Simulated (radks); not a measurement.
Mn VIII, configuration [Ar].

Method: scalar-relativistic Kohn-Sham, BLYP, spin-polarised, spherical densities, finite nucleus; Fermi nuclear charge, rms radius 3.7057 fm; computed with a radial shooting solver on a logarithmic mesh with Libxc functionals.

Energy parts (eV):
total: -31135.130
kinetic: 31490.593
electron-nucleus: -71710.524
Hartree: 10390.727
exchange-correlation: -1305.927

Orbitals (lengths in bohr, moments of r in powers of bohr; r(max) is where P^2 peaks; r(90%) holds 90 % of the orbital's charge):
| orbital | occ. | eigenvalue (eV) | r(max) | r(90%) | <r^2> |
|---|---|---|---|---|---|
| 1s | 2 | -6574.816 | 0.03987 | 0.109 | 0.004990 |
| 2s | 2 | -891.3009 | 0.2325 | 0.433 | 0.09197 |
| 2p | 6 | -777.5507 | 0.1884 | 0.404 | 0.07487 |
| 3s | 2 | -215.5353 | 0.7114 | 1.17 | 0.7197 |
| 3p | 6 | -182.7960 | 0.7146 | 1.22 | 0.7638 |
| 3d | 0 | -132.0463 | 0.6521 | 1.30 | 0.7972 |
| 4s | 0 | -86.6066 | 1.710 | 2.52 | 3.558 |

The highest occupied level is 3p at -182.80 eV. The density falls to 0.001 e/bohr^3 at r = 2.07 bohr. The electron density at the nucleus is 1.329e+04 e/bohr^3 (large components only).
